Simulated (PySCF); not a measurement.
Correlation energy of Mo⁺ (molybdenum, charge +1)

[Kr] 4d5, high-spin 6S determinant. Computed with PySCF 2.14 in def2-TZVPPD with the def2 core potential (28 electrons) (6s4p3d2f1g, 56 functions), with scalar relativity through the core potential. Frozen: nothing; 13 electrons correlated.

```json
{"level": "CCSD", "correlation energy (mhartree)": "-329.55"}
{"level": "(T)", "correlation energy (mhartree)": "-8.08"}
{"level": "CCSD(T)", "correlation energy (mhartree)": "-337.63"}
```

Diagnostics: T1 = 0.0041, D1 = 0.0075, largest double amplitude 0.025.

Is a single reference adequate?

Yes, within this model without spin-orbit coupling: T1 lies below 0.03 and no double amplitude reaches 0.07.

The basis has no tight functions for the innermost shells, so their pair energies are far from complete.

This basis was not built for core-valence correlation, so the inner-shell part is incomplete.
